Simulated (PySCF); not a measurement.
**EPR parameters of C4H3N2O**

C4H3N2O (doublet state).
Geometry (GFN2-xTB, Å), atoms numbered from 1 in this order:
```
atom  x, y, z in Å
O1     2.6478   -0.9505    0.7955
C2     2.0177   -0.2026    0.0928
C3     0.5804   -0.0767    0.0409
N4    -0.0589    0.7846   -0.7709
C5    -1.3647    0.6336   -0.5573
C6    -1.5223   -0.3557    0.4267
N7    -0.3074   -0.7684    0.7756
H8     2.5165    0.4949   -0.6090
H9    -2.0942    1.2104   -1.0894
H10   -2.4061   -0.7649    0.8727
```

The hyperfine couplings belong to this conformer and change with its torsions.

As a line formula: `C1[N]C(=NC=1)C=O` [radical].

Method: UKS B3LYP, pcH-1 on C H N O, non-relativistic, mean-field spin-orbit, GIAO in PySCF. One conformer (not necessarily the lowest) at the GFN2-xTB geometry, without solvent, vibrations or thermal averaging. GFN2-xTB frequencies show an imaginary mode (210i cm⁻¹), so this geometry is no minimum at that level. The geometry wasn't refined by DFT: couplings that depend on bond lengths, twists or pyramidal angles can differ widely from those at the functional's own minimum. The SCF solution wasn't tested for stability.

```json
{"g1, g2, g3": "2.00213, 2.00377, 2.00934", "g_iso": "2.00508", "Form of g": "rhombic: the two nearest values differ by 23 % of g3 − g1", "⟨S²⟩": "0.7697 (exact 0.7500)", "HOMO–LUMO gap, α and β orbitals": "5.47, 2.01 eV"}
```

Isotropic coupling and dipolar principal values T1 to T3, in G; ρ(0) is the spin density at the nucleus (MHz turned into gauss with g_iso; 10 G = 1 mT):

```json
{"atom": "O1", "isotope": "17O", "a_iso": "-3.9", "T1": "-19.6", "T2": "9.7", "T3": "9.9", "Mulliken spin population": "0.18", "ρ(0) (bohr⁻³)": "0.0182"}
{"atom": "C2", "isotope": "13C", "a_iso": "-9.5", "T1": "-4.8", "T2": "1.6", "T3": "3.2", "Mulliken spin population": "-0.11", "ρ(0) (bohr⁻³)": "-0.0237"}
{"atom": "C3", "isotope": "13C", "a_iso": "16.7", "T1": "-14.4", "T2": "-13.7", "T3": "28.1", "Mulliken spin population": "0.46", "ρ(0) (bohr⁻³)": "0.0416"}
{"atom": "N4", "isotope": "14N", "a_iso": "-2.2", "T1": "-2.4", "T2": "1.2", "T3": "1.3", "Mulliken spin population": "-0.11", "ρ(0) (bohr⁻³)": "-0.0189"}
{"atom": "C5", "isotope": "13C", "a_iso": "8.8", "T1": "-11.7", "T2": "-10.8", "T3": "22.5", "Mulliken spin population": "0.38", "ρ(0) (bohr⁻³)": "0.0219"}
{"atom": "C6", "isotope": "13C", "a_iso": "6.0", "T1": "-9.7", "T2": "-8.8", "T3": "18.6", "Mulliken spin population": "0.30", "ρ(0) (bohr⁻³)": "0.0150"}
{"atom": "N7", "isotope": "14N", "a_iso": "-1.6", "T1": "-1.3", "T2": "0.6", "T3": "0.7", "Mulliken spin population": "-0.08", "ρ(0) (bohr⁻³)": "-0.0137"}
{"atom": "H8", "isotope": "1H", "a_iso": "0.4", "T1": "-1.1", "T2": "-0.7", "T3": "1.8", "Mulliken spin population": "0.00", "ρ(0) (bohr⁻³)": "0.0002"}
{"atom": "H9", "isotope": "1H", "a_iso": "-10.1", "T1": "-5.8", "T2": "-0.9", "T3": "6.7", "Mulliken spin population": "-0.02", "ρ(0) (bohr⁻³)": "-0.0063"}
{"atom": "H10", "isotope": "1H", "a_iso": "-8.6", "T1": "-4.9", "T2": "-1.0", "T3": "5.9", "Mulliken spin population": "-0.01", "ρ(0) (bohr⁻³)": "-0.0054"}
```

The Mulliken spin populations are largest on C3 (+0.46), C5 (+0.38), C6 (+0.30) and O1 (+0.18). Four atoms exceed +0.15.

Axes: g1 is normal to the molecular plane, g2 points within 3° of the C6–H10 bond and g3 points within 5° of the C3–N4 bond.

Under fast tumbling the dipolar parts average out, and these isotropic splittings remain: 1 × 1H (H9, I = 1/2, 2 lines) with 1.01 mT, 1 × 1H (H10, I = 1/2, 2 lines) with 0.86 mT, 1 × 14N (N4, I = 1, 3 lines) with 0.22 mT, 1 × 14N (N7, I = 1, 3 lines) with 0.16 mT and 1 × 1H (H8, I = 1/2, 2 lines) with 0.04 mT.

The 17O coupling of O1 (-11.1 MHz) shows only in satellite lines or after enrichment, since that isotope makes up about 0.038 % of natural oxygen.

The 13C coupling of C3 (46.8 MHz) shows only in satellite lines or after enrichment, since that isotope makes up about 1.07 % of natural carbon.

Examples of negative spin density at the nucleus (bohr⁻³): C2 (-0.0237), N4 (-0.0189) and N7 (-0.0137).

Hardware: Arm Neoverse V2, one thread (shared host). Cost: 32 s (with the writing of density and orbital grids), 0.82 GiB resident at most.
